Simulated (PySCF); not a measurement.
Computed with PBE0/[I def2-TZVPD with ECP28, F def2-TZVPD], scalar-relativistic core potentials, density fitting, no spin–orbit coupling, PySCF. Open shells, if any, are unrestricted.

**Question.** What shape and geometry does isolated singlet IF₂⁻ take (every ligand bound to I)?

**Answer.** Counting electrons, iodine keeps 6 of its valence electrons outside its bonds, so the VSEPR class is AX2E3 and the expected shape is linear (D∞h), as computed. The lowest minimum found is a singlet of D∞h symmetry with I–F 2.083 Å (×2); F–I–F 180.0°. Its harmonic wavenumbers are 192 (πu), 416 (σu+), 443 (σg+) cm⁻¹ and its dipole moment is 0.00 D about the centre of mass.

Other isomers or separated fragments may lie lower. The lowest empty level of this anion is unbound, so it and the gap depend on the basis.
